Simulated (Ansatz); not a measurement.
C2H6Se (`CC[SeH]`), 9 atoms. The species carries charge 0 and has multiplicity 1. Correlated methods include outer-core shells of Se, which these sets cover unevenly. Scalar relativity is left out up to krypton. All runs use 2 threads of a server CPU on a shared host. Correlated methods freeze the cores.

Task: How many basis functions does each run have, and how long does it take in Ansatz? RKS revPBE-D4/def2-TZVPP energy; RKS ωB97M-V/def2-QZVPP energy; RKS r2SCAN0-D4/def2-TZVPP energy; RKS PBE0-D4/def2-QZVPP energy; RKS PBE0-D4/def2-TZVP relaxation (5 steps); RKS PBE0-D4/def2-TZVPP energy; RKS ωB97M-V/def2-SVP energy; RHF-MP2/def2-QZVPP energy; RHF-CCSD(T)/def2-SVP energy; RKS PBE0-D4/def2-TZVP frequencies; RKS PBE0-D4/def2-SVP energy; RHF-CCSD(T)/def2-TZVPP energy. (An estimate is asked.)

Result: The calculation gave: Other jobs shared the machine, so times are rough.

```
                    level                   job  functions  wall time  peak host memory (GiB)
     RKS PBE0-D4/def2-SVP                energy         90      1.6 s                    0.16
 RKS revPBE-D4/def2-TZVPP                energy        194      2.7 s                    0.21
   RKS PBE0-D4/def2-TZVPP                energy        194      3.8 s                    0.39
     RHF-CCSD(T)/def2-SVP                energy         90      5.5 s                    0.31
RKS r2SCAN0-D4/def2-TZVPP                energy        194      6.5 s                    0.41
     RKS ωB97M-V/def2-SVP                energy         90        7 s                    0.24
   RKS PBE0-D4/def2-QZVPP                energy        383       11 s                     1.1
    RKS PBE0-D4/def2-TZVP  relaxation (5 steps)        146       22 s                    0.31
   RKS ωB97M-V/def2-QZVPP                energy        383       30 s                     1.3
       RHF-MP2/def2-QZVPP                energy        383       30 s                     1.8
   RHF-CCSD(T)/def2-TZVPP                energy        194      120 s                     2.3
    RKS PBE0-D4/def2-TZVP           frequencies        146    2.3 min                    0.31
```
